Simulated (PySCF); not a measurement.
Compound: C3H12OSi2.
Geometry (PBE0-D3(BJ)/def2-SVP, Å), atoms numbered from 1 in this order:
```xyz
18
C3H12OSi2 angstrom
C     -3.1583   -0.0625    0.7491
C     -1.7497   -0.4575    0.3133
Si    -0.7158    0.9953   -0.2700
O      0.7635    0.4769   -0.7846
Si     2.3174   -0.0555   -0.9485
C      3.0397   -0.5079    0.7155
H     -3.1384    0.6650    1.5767
H     -3.7404   -0.9311    1.0942
H     -3.7224    0.4001   -0.0767
H     -1.7841   -1.1951   -0.5073
H     -1.2066   -0.9486    1.1397
H     -1.4016    1.6909   -1.4025
H     -0.5428    1.9763    0.8492
H      3.1340    1.0206   -1.5892
H      2.3173   -1.2495   -1.8486
H      2.4725   -1.3285    1.1812
H      4.0861   -0.8351    0.6052
H      3.0222    0.3555    1.3984
```

Level of theory: PySCF, TDDFT wB97X-D/def2-SVPD, vertical, gas phase, core orbitals frozen in the response.

Ground-to-excited transition dipoles (e·a0, same axes as the geometry; the sign carries no meaning), for the states with f of 0.002 or more among the lowest 10:

| state | E (hartree) | μx | μy | μz |
| --- | --- | --- | --- | --- |
| S3 | 0.2925 | 0.214 | 0.014 | -0.135 |
| S5 | 0.3050 | -0.270 | 0.299 | 0.073 |
| S6 | 0.3091 | 0.453 | 0.482 | 0.136 |
| S7 | 0.3106 | -0.286 | 0.084 | -0.168 |
| S8 | 0.3147 | 0.324 | -0.148 | 0.506 |
| S9 | 0.3236 | -0.016 | -0.832 | 0.240 |
| S10 | 0.3272 | -0.179 | -0.061 | -0.719 |

Question: What oscillator strength does each state have?

Answer: f = (2/3) ΔE |μ|² with ΔE in hartree (27.2114 eV).

```
state  |μ|² (au)  |μ| (D)      f
   S3      0.064     0.64  0.013
   S5      0.168     1.04  0.034
   S6      0.456     1.72  0.094
   S7      0.117     0.87  0.024
   S8      0.383     1.57  0.080
   S9      0.751     2.20  0.162
  S10      0.552     1.89  0.120
```

Question: Which bond between heavy atoms lies closest to the direction of the S9 transition dipole?

Answer: C2–Si3, at 33° from it; next Si5–C6 at 62°.

Question: What angle do the transition dipoles of S7 and S8 make?

Answer: |cos θ| = |μa·μb| / (|μa| |μb|) = 0.90, so θ ≈ 26° (taken between 0 and 90°, since the signs are arbitrary).

Question: What peak molar absorption coefficient would the strongest computed level give as a lone Gaussian band 0.4 eV wide at half height?

Answer: ε(max) = 2.175×10⁸ f / FWHM, with the width in cm⁻¹. S9: 2.175×10⁸ × 0.1620 / 3226 ≈ 11000 L mol⁻¹ cm⁻¹.

The vertical ionisation energy (ΔSCF) is 10.01 eV, 1.10 eV above S10.

One conformer stands for the species.

Without π bonds the low states may be Rydberg-like; a valence basis with one diffuse set may place them up to an eV too high.
